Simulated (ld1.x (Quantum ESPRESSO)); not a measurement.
As (Z = 33), ultrasoft: configuration errors across variants

| Quantity | Value |
| --- | --- |
| Element | arsenic |
| Generator | ld1.x (Quantum ESPRESSO) 7.5 |
| Type | ultrasoft |
| Functional | PBEsol |
| Relativity | scalar-relativistic |
| Frozen core | [Ar] |
| Valence charge | 15 |
| Reference configuration | 3d10 4s1.75 4p3.25 |
| Partial waves | 4s (bound): rcut 1.35, rcutus 1.85 bohr; 4s channel at 0.2 Ry: rcut 1.35, rcutus 1.85 bohr; 4p (bound): rcut 1.50, rcutus 1.75 bohr; 4p channel at 0.05 Ry: rcut 1.50, rcutus 1.75 bohr; 3d (bound): rcut 1.20, rcutus 1.30 bohr; 3d channel at -2.6 Ry: rcut 1.20, rcutus 1.30 bohr |
| Local potential | all-electron potential smoothed inside 1.40 bohr (lloc = -1) |
| Core correction | a·sin(br)/r model core, default radius (core density twice the valence density) |
| Augmentation charge | PSQ, inside the norm-conserving radii |

All-electron excitation energies from the reference (eV): (1) 3d10 4s2 4p3 -2.334; (2) 3d10 4s2 4p2 6.824; (3) 3d10 4s2 4p1 24.765; (4) 3d10 4s1 4p0 103.117; (5) 3d10 4s2 4p2.5 1.224; (6) 3d10 4s2 4p0 52.488; (7) 3d10 4s0 4p5 16.739.

The default core radius of the base comes out at 0.28 bohr.

2 further variants failed, have other tests or another functional or relativity, and are left out.

Errors AE − PS in meV (a dash: test not solved or not reliable):

| change | (1) | (2) | (3) | (4) | (5) | (6) | (7) | bound ghosts |
| --- | --- | --- | --- | --- | --- | --- | --- | --- |
| base | +0.2 | -1.0 | -4.8 | -65 | -0.3 | -16 | -1.9 | none |
| core correction a·sin(br)/r model core inside 0.56 bohr | +0.2 | -1.0 | -4.8 | -65 | -0.3 | -16 | -1.9 | none |
| wave 4s channel at 0.2 Ry: rcut 1.35, rcutus 1.85 bohr becomes 4s channel at 2.5 Ry: rcut 1.35, rcutus 1.85 bohr | +0.2 | -0.9 | -4.7 | -66 | -0.3 | -16 | -1.9 | none |
| waves 4s (bound): rcut 1.35, rcutus 2.30 bohr; 4s channel at 0.2 Ry: rcut 1.35, rcutus 2.30 bohr | +0.2 | -1.0 | -5.1 | -53 | -0.2 | -16 | 0.0 | none |
| type PAW; local potential all-electron potential smoothed inside 1.40 bohr (lloc = -2); augmentation PSQ, radius 1.35 bohr | +0.2 | -1.1 | -4.0 | -28 | -0.4 | -10 | -2.1 | none |

(1) Give the same row for: local potential all-electron potential smoothed inside 1.50 bohr (lloc = -1).

Answers

(1) +0.2, -1.0, -4.9, -67, -0.3, -17, -2.0; bound ghosts: none.
